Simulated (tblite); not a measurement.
C9H11N.
Atom-mapped SMILES: `[N:1]#[C:2][C:3]1=[C:4]=[CH:5][CH2:6][CH2:7][CH2:8][CH2:9][CH2:10]1` (hydrogens: H11 on C5; H12, H13 on C6; H14, H15 on C7; H16, H17 on C8; H18, H19 on C9; H20, H21 on C10)

Structure optimised with GFN2-xTB, isolated species.

(1) List the bond lengths, angles and torsions at this level.

## Answers

(1) 
```json
{"bond": "N1≡C2", "length (Å)": "1.148", "order": "triple"}
{"bond": "C2–C3", "length (Å)": "1.408", "order": "single"}
{"bond": "C3=C4", "length (Å)": "1.310", "order": "double"}
{"bond": "C4=C5", "length (Å)": "1.295", "order": "double"}
{"bond": "C5–C6", "length (Å)": "1.508", "order": "single"}
{"bond": "C6–C7", "length (Å)": "1.538", "order": "single"}
{"bond": "C7–C8", "length (Å)": "1.537", "order": "single"}
{"bond": "C8–C9", "length (Å)": "1.544", "order": "single"}
{"bond": "C9–C10", "length (Å)": "1.531", "order": "single"}
{"bond": "C3–C10", "length (Å)": "1.517", "order": "single"}
{"bond": "C5–H11", "length (Å)": "1.079", "order": "single"}
{"bond": "C6–H12, C6–H13", "length (Å)": "1.091", "order": "single"}
{"bond": "C7–H14, C7–H15", "length (Å)": "1.093", "order": "single"}
{"bond": "C8–H16, C8–H17", "length (Å)": "1.092", "order": "single"}
{"bond": "C9–H18, C9–H19", "length (Å)": "1.091", "order": "single"}
{"bond": "C10–H20, C10–H21", "length (Å)": "1.094", "order": "single"}
```

Bonds in one row agree within 0.01 Å and their mean is given. Orders are formal, as drawn. A selection of angles:
```json
{"angle": "N1–C2–C3", "degrees": "178.9"}
{"angle": "C2–C3–C4", "degrees": "123.2"}
{"angle": "C2–C3–C10", "degrees": "118.1"}
{"angle": "C4–C3–C10", "degrees": "118.8"}
{"angle": "C3–C4–C5", "degrees": "160.5"}
{"angle": "C4–C5–C6", "degrees": "118.9"}
{"angle": "C5–C6–C7", "degrees": "109.5"}
{"angle": "C6–C7–C8", "degrees": "114.6"}
{"angle": "C7–C8–C9", "degrees": "115.7"}
{"angle": "C8–C9–C10", "degrees": "113.7"}
{"angle": "C3–C10–C9", "degrees": "111.3"}
```

Torsions: C2–C3–C4–C5 -145° (anticlinal); C3–C4–C5–C6 43° (synclinal); C4–C5–C6–C7 -74° (synclinal); C5–C6–C7–C8 62° (synclinal); C6–C7–C8–C9 -84° (synclinal); C7–C8–C9–C10 119° (anticlinal); C8–C9–C10–C3 -59° (synclinal); C2–C3–C10–C9 162° (antiperiplanar). The mirror-image conformer, all signs reversed, is as good.

Of the pairs four or more bonds apart, C4···C8 is among the closest relative to their van der Waals radii: 2.98 Å, 88 % of the sum of Bondi's values. The 8-membered ring C3–C4–C5–C6–C7–C8–C9–C10 has internal angles of 109.5° to 160.5° (sum 963°, against 1080° for a flat polygon); it is puckered, 0.35 Å rms from its mean plane, widest ring torsion 119°. The C–C distances run from 1.295 Å (C4=C5, drawn double) to 1.544 Å (C8–C9, drawn single), a spread of 0.249 Å.

Point group: C1 (no symmetry element, even within 0.4 Å). Its GFN2-xTB frequencies are all real (lowest 73 cm⁻¹). One conformer, not necessarily the lowest. 2 starts were optimised and ended at 0.00 and 0.59 kcal/mol (GFN2-xTB); the lowest of these is shown.

The numbers are calculated, not measured.
